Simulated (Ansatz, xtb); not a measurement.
## Relaxing a trial structure of CHClFSn

The starting geometry of this gas-phase doublet has its atoms placed at random.

```yaml
atoms:
  - { symbol: C, position_ang: [1.0177, 1.3479, 0.0259] }
  - { symbol: Cl, position_ang: [-0.0378, -1.7356, 0.9662] }
  - { symbol: F, position_ang: [-0.5852, 1.1354, -1.5929] }
  - { symbol: Sn, position_ang: [-0.7071, 1.6858, 0.7955] }
  - { symbol: H, position_ang: [-0.2585, 0.7035, -0.3700] }
```

Guess where an optimisation with r2SCAN-D4/def2-SVP ends from this start.

It ends as a structure given below by its coordinates. Distances that change by over a tenth: C1–Sn4 (1.92 → 2.18 Å). Contacts that open: Sn4–H5 (1.59 → 2.96 Å). Contacts that close: C1–Cl2 (3.39 → 1.72 Å), C1–H5 (1.48 → 1.10 Å), F3–Sn4 (2.45 → 1.97 Å).

The energy falls by 8.08 eV over 21 steps:

```json
{"step": "1", "E − E(last) (eV)": "8.076"}
{"step": "3", "E − E(last) (eV)": "5.636"}
{"step": "5", "E − E(last) (eV)": "2.856"}
{"step": "8", "E − E(last) (eV)": "0.756"}
{"step": "10", "E − E(last) (eV)": "0.396"}
{"step": "12", "E − E(last) (eV)": "0.271"}
{"step": "14", "E − E(last) (eV)": "0.172"}
{"step": "17", "E − E(last) (eV)": "0.014"}
{"step": "19", "E − E(last) (eV)": "0.002"}
{"step": "21", "E − E(last) (eV)": "0.000"}
```

Final geometry (Å):

```xyz
5

C     0.3337    0.2183    0.1193
Cl    0.9863   -0.8981    1.2576
F    -1.3373    2.2022   -1.2589
Sn   -1.5085    1.3239    0.4941
H     0.9550    0.2906   -0.7873
```

From the same start GFN2-xTB ends elsewhere, differing in C1–Cl2 (3.31 against 1.72 Å here), C1–F3 (1.35 against 2.94 Å here), Cl2–Sn4 (2.35 against 3.43 Å here), F3–Sn4 (3.20 against 1.97 Å here).

From so rough a start the end depends on the optimiser's path, so another program may land elsewhere. No frequencies were run, so the end isn't proven a minimum. Open shells are spin-unrestricted. Atoms past krypton carry core potentials, without spin–orbit terms. Run with Ansatz 0.2.0, 2.3 min on 1 thread of Intel(R) Xeon(R) 6975P-C (Granite Rapids), on a shared host.
